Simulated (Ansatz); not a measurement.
Species: C5H9B, net charge 0, singlet state. SMILES: C=CB(C)C=C
Coordinates optimised at B3LYP-D3(BJ)/def2-TZVP (Ansatz, a first-principles code):
```xyz
15

C      1.9667     1.3363    -0.1027
C      0.6723     1.0514     0.0733
B      0.0628    -0.3710    -0.0787
C      0.9294    -1.6255    -0.4599
C     -1.4627    -0.6001     0.1481
C     -2.3450     0.3495     0.4765
H      2.3628     2.3401     0.0106
H      2.6878     0.5720    -0.3689
H      0.0301     1.8885     0.3389
H      1.9933    -1.4485    -0.6150
H      0.8253    -2.3937     0.3156
H      0.5284    -2.0863    -1.3705
H     -1.8570    -1.6094     0.0335
H     -3.3993     0.1395     0.6239
H     -2.0495     1.3835     0.6130
```

Wanted: vertical triplet-singlet gap, E(triplet) - E(singlet), in eV. Terms: six Cartesian d functions in 6-31G* and its kin unless marked 5d; 6-311+G** with 5d; non-relativistic; each state is the SCF solution reached for its charge and spin; spin-orbit terms left out; no dispersion term unless named; open shells spin-unrestricted. First-principles rows: single points at B3LYP-D3(BJ) geometries (Ansatz). Levels can end on unlike triplets.

| level | program | vertical triplet-singlet gap, E(triplet) - E(singlet) (eV) |
|---|---|---|
| B3LYP/STO-3G | Ansatz | 4.11 |
| B3LYP/3-21G | Ansatz | 3.82 |
| B3LYP/6-31G* | Ansatz | 3.70 |
| B3LYP/6-311+G** | Ansatz | 3.69 |
| B3LYP/def2-TZVPD | Ansatz | 3.67 |

No value to compare with is used here. The 4 habitual levels span 3.69 (B3LYP/6-311+G**) to 4.11 eV (B3LYP/STO-3G); B3LYP/def2-TZVPD gives 3.67.

The sets are all those run for this method; left out are runs that failed, that the program found above a lower state of the same kind, or whose <S^2> lies over 0.5 above the pure value.
